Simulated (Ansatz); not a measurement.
The cluster Li₆Si. The state is a singlet with charge 0. Geometry B3LYP-D4/def2-TZVP, basis def2-TZVP, Ansatz.

```xyz
7

Li   -0.370   -1.467   -1.182
Li    0.897    1.026   -1.359
Li    2.714   -1.496   -1.674
Li   -0.824    2.356    1.484
Li    0.953   -0.421    1.044
Li   -2.298   -0.546    1.683
Si   -1.071    0.548    0.004
```

```
run  HOMO (eV)  LUMO (eV)
  A      -2.78      -1.54
  B      -2.95      -1.60
  C      -2.60      -1.69
  D      -4.50      -0.25
  E      -4.69       0.08
  F      -2.71      -1.72
```

HSE06 is defined as in plane-wave codes, on full-range PBE exchange. The structure comes from a short search, and lower isomers may exist.

Question: The runs used B97M-V, BLYP, HSE06, r2SCAN, ωB97M-V, ωB97X-V. Estimate which is which.

Answer: A r2SCAN (0 % exact exchange); B HSE06 (range-separated); C BLYP (0 % exact exchange); D ωB97M-V (range-separated); E ωB97X-V (range-separated); F B97M-V (0 % exact exchange). Exact exchange lowers occupied and raises empty levels; among semilocal functionals meta-GGAs tend to open the gap a little, and such runs are hard to tell apart. The gap grows from 0.91 eV (BLYP) to 4.76 eV (ωB97X-V). The restricted singlet is unstable towards broken spin symmetry in Hartree–Fock (as tested in another run); at r2SCAN-D4/def2-TZVP, HSE06-D4/def2-TZVP, BLYP-D4/def2-TZVP, ωB97M-V/def2-TZVP and others this wasn't settled.
